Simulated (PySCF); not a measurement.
First SCF of a structure search on singlet SeO(OH)₂, at a hand-made B3LYP minimum (heavy-atom frame) geometry. PySCF input:

```python
from pyscf import gto, scf, dft
mol = gto.M(atom='''
Se    -0.000000    -0.309280     0.000000
O      1.528470     0.225580    -0.000000
O     -0.753800     0.576250    -1.374730
O     -0.753800     0.576250     1.374730
H     -0.165630     1.326900    -1.581660
H     -0.165630     1.326900     1.581660''',
    basis={'Se': 'def2-SVP', 'O': 'def2-SVP', 'H': 'def2-SVP'},
    charge=0, spin=0)
mf = dft.RKS(mol, xc='B3LYP')
mf.grids.atom_grid = (50, 194)
aux = {'Se': 'def2-universal-JKFIT', 'O': 'def2-universal-JKFIT', 'H': 'def2-universal-JKFIT'}
mf = mf.density_fit(auxbasis=aux)
mf.conv_tol = 1e-08
mf.diis_space = 10
mf.max_cycle = 60
mf.init_guess = 'minao'
mf.verbose = 4
mf.kernel()
```

Excerpt of the output (cycles and frontier levels):

```
init E= -2627.50167944062
  HOMO = -0.35372170392337  LUMO = -0.0704900655797953  gap/eV = 7.70713
cycle= 1 E= -2627.57790250289  delta_E= -0.0762  |g|= 1.33  |ddm|= 2.93
  HOMO = -0.133798636226651  LUMO = 0.00227891471069164  gap/eV = 3.70286
cycle= 2 E= -2626.10570066036  delta_E= 1.47  |g|= 2.89  |ddm|= 3.44
  HOMO = -0.262112469560271  LUMO = -0.0150320674930176  gap/eV = 6.72340
cycle= 3 E= -2627.76859991048  delta_E= -1.66  |g|= 0.864  |ddm|= 2.86
  HOMO = -0.284738943113448  LUMO = -0.0237526363296445  gap/eV = 7.10180
cycle= 4 E= -2627.92103977844  delta_E= -0.152  |g|= 0.155  |ddm|= 0.79
  HOMO = -0.293882419336961  LUMO = -0.0307645819214457  gap/eV = 7.15980
cycle= 5 E= -2627.92546988202  delta_E= -0.00443  |g|= 0.0364  |ddm|= 0.147
  HOMO = -0.290797206319158  LUMO = -0.0252805331238699  gap/eV = 7.22508
cycle= 6 E= -2627.92574057975  delta_E= -0.000271  |g|= 0.011  |ddm|= 0.0424
  HOMO = -0.292078404440604  LUMO = -0.0256336124972756  gap/eV = 7.25033
cycle= 7 E= -2627.92576566571  delta_E= -2.51e-05  |g|= 0.00184  |ddm|= 0.0094
  HOMO = -0.292157516276935  LUMO = -0.0256195665126739  gap/eV = 7.25287
cycle= 8 E= -2627.92576632515  delta_E= -6.59e-07  |g|= 0.000455  |ddm|= 0.00241
  HOMO = -0.292129719380699  LUMO = -0.0256186148216306  gap/eV = 7.25214
cycle= 9 E= -2627.92576637238  delta_E= -4.72e-08  |g|= 7.6e-05  |ddm|= 0.000414
  HOMO = -0.292127734352439  LUMO = -0.0256216621332754  gap/eV = 7.25200
cycle= 10 E= -2627.9257663736  delta_E= -1.22e-09  |g|= 1.46e-05  |ddm|= 6.59e-05
  HOMO = -0.292123243471096  LUMO = -0.0256201553526156  gap/eV = 7.25192
Extra cycle  E= -2627.92576637342  delta_E= 1.81e-10  |g|= 3.33e-05  |ddm|= 3.7e-05
converged SCF energy = -2627.92576637342
```

No lower solution of this spin was found by a stability analysis within the restricted form, which does not test spin polarisation.

The search for the lowest solution, with the stability check, took 7.4 s on 2 threads of a shared Arm Neoverse N1 host, with 84 basis functions; the process peaked at 0.4 GiB.
